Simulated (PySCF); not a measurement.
# One molecule, several mistakes: GeH7N2Si

Calculated results; nothing here was measured. The program is PySCF 2.14.0, an open-source quantum chemistry code, run on an isolated molecule that a program drew, which may never have been made. The molecule is GeH7N2Si (charge 0, doublet), drawn as the SMILES string `N[SiH][GeH2][NH2]`.

Each row is a Hartree-Fock (HF) and frozen-core CCSD(T) single point in the cc-pV(D+d)Z basis, meant for a local HF minimum. Run 1 is clean. Each other run has one planted mistake out of seven kinds, and not every kind appears here: one electron removed, one electron added, multiplicity raised by two, geometry at a saddle point, minimal basis STO-3G, one bond length entered in bohr, all coordinates scaled. The reference is restricted for singlets and unrestricted otherwise, and also for a bond in bohr. Adding or removing an electron swaps singlet and doublet. Electrons count all cores. HOMO and LUMO are orbital energies over both spins, the gradient is its largest component, and the lowest frequency (negative if imaginary) is given only where the gradient is small. Bond lengths are over the 10 bonds as drawn. T1 is the CCSD diagnostic: over 0.02 (restricted) or 0.045 (unrestricted) a single reference is doubtful. Germanium has the cc-pVDZ-PP basis, with a core potential (ECP10MDF) in place of its 10 inner electrons, and its 3s, 3p and 3d shells are frozen in CCSD(T).

Geometry of the clean run:
```xyz
11
GeH7N2Si, angstrom
N     1.9195   -0.3166   -1.2942
Si    0.7183    0.2456   -0.1808
Ge    0.7563    2.6604   -0.0385
N    -0.3670    3.3526    1.2634
H     1.8221   -1.2249   -1.7095
H     2.8877   -0.1161   -1.1249
H    -0.5897   -0.2463   -0.6964
H     2.1785    3.1227    0.3144
H     0.3343    3.3262   -1.3570
H    -0.2076    2.9677    2.1795
H    -1.3428    3.2258    1.0517
```

```
run  electrons  basis functions  <S^2>  HOMO (eV)  LUMO (eV)  gradient (hartree/bohr)  lowest frequency (cm^-1)  mean bond (Å)  longest bond (Å)      T1  HF (hartree)  CCSD(T) (hartree)                 mistake
  1         67              109  0.759      -7.66       1.82                  2.3e-05                        45         1.4586             2.419  0.0156    -695.28617         -695.88152                no fault
  2         66              109  0.000     -14.83      -5.69                  7.2e-02                         -         1.4586             2.419  0.0220    -695.03929         -695.64103    one electron removed
  3         67              109  0.759      -7.19       2.43                  1.3e-01                         -         1.3171             2.185  0.0131    -695.16172         -695.73906  all coordinates scaled
  4         67              109  0.890      -7.86       1.17                  1.9e-02                         -         1.6739             4.572  0.0375    -695.23153         -695.82977                       ?
```

**Which mistake was planted in run 4, and what did it cost?**

The mean bond changes by a factor of 1.148 and the longest by 1.890, so the molecule wasn't scaled as a whole. A length L in bohr read as angstrom grows by (1/0.5292 - 1) L = 0.890 L. The 10 bonds together grew by 10 x 0.2153 = 2.153 Å, which gives L = 2.420 Å. That is bond Si2-Ge3, 2.419 Å in the clean geometry. So the mistake is: one bond length entered in bohr. Subtracting run 1 and multiplying by 627.51 kcal/mol a hartree, the energy moved by 34.3 kcal/mol in HF and 32.5 kcal/mol in CCSD(T).

Cautions from the logs. Run 2: T1 is over the limit, so its CCSD(T) energy is less reliable.
